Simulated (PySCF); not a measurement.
Species: C3H5O (charge -1, singlet). It need not be the lowest isomer of its formula. Whether it binds its extra electron was not tested at this geometry. SMILES: C(=C)[CH-]O
Coordinates optimised at B3LYP-D3(BJ)/def2-TZVP (Ansatz):
```
C
C 1 1.3788
H 2 1.0881 1 123.24
H 1 1.0958 2 112.46 3 172.24
C 1 1.3967 4 115.00 2 -179.68
H 5 1.0845 1 119.98 4 14.28
H 5 1.0873 6 116.43 1 -162.59
O 2 1.4405 3 113.46 1 159.81
H 8 0.9676 2 107.89 3 -88.63
```
Charge -1, spin multiplicity 1.

Dispersion corrections to the total energy (kcal/mol) from the dftd3 and dftd4 libraries through PySCF: D3(BJ) without and D4 with the three-body term, each with the damping fitted for the functional named.

| functional | D3(BJ) | D4 |
|---|---|---|
| BLYP | [?] | -8.20 |
| BP86 | -4.80 | -4.61 |
| BHLYP | [?] | -3.87 |
| LC-wPBE | -2.86 | -3.95 |
| CAM-B3LYP | -2.32 | -2.95 |
| TPSS | [?] | -4.88 |
| r2SCAN | -0.87 | -0.91 |

Q: Fill in the missing entries.

A: 
- BLYP, D3(BJ): -6.76
- BHLYP, D3(BJ): -4.14
- TPSS, D3(BJ): -4.00
